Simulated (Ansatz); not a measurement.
Frontier orbitals of `[AlH2][NH][Ga]([Cl])[GaH2]`.

```xyz
10

Al    1.0596    0.7757    1.0360
N     0.2835   -0.7651    1.3528
Ga   -0.8264   -1.2696   -0.0737
Cl   -1.8174   -3.1598    0.2444
Ga   -0.5834    0.5766   -1.6798
H     2.0669    1.6405    1.8789
H     0.6214    1.3887   -0.4242
H     0.3877   -1.3412    2.1764
H     0.4564    0.4263   -2.8441
H    -1.6483    1.7278   -1.6666
```

Charge 0, multiplicity 1. Correlated methods include outer-core shells of Ga, which these sets cover unevenly. Scalar relativity is left out up to krypton. All single points use the PBE0-D4/def2-TZVP geometry. It is one conformer, not always the lowest. Basis def2-TZVPP, Ansatz.

| functional | HOMO (eV) | LUMO (eV) | gap (eV) |
| --- | --- | --- | --- |
| LDA (SPW92) | -6.35 | -2.51 | 3.84 |
| PBE | -6.19 | -2.25 | 3.94 |
| BLYP | -6.04 | -2.12 | 3.92 |
| PBE0 | -7.22 | -1.49 | 5.73 |
| r2SCANh | -6.82 | -1.69 | 5.13 |
| r2SCAN0 | -7.39 | -1.31 | 6.08 |
| ωB97M-V | -9.23 | 0.13 | 9.36 |

(1) What is the vertical ionisation energy at frozen-core CCSD(T)/def2-TZVPP? (Best estimate.)

## Answers

(1) The calculation gave: 9.15 eV (T1 of the cation 0.019).

A quarter of exact exchange (PBE0) shifts PBE's HOMO by −1.03 eV and its LUMO by +0.76 eV; full exchange at long range (ωB97M-V) shifts them by −3.04 and +2.38 eV. The gap opens from 3.94 to 9.36 eV, since occupied levels lose self-interaction and empty ones feel all the electrons. A positive LUMO is unbound and depends on the basis. −ε(HOMO) differs from that ionisation energy by −2.95 eV with PBE and +0.09 eV with ωB97M-V.
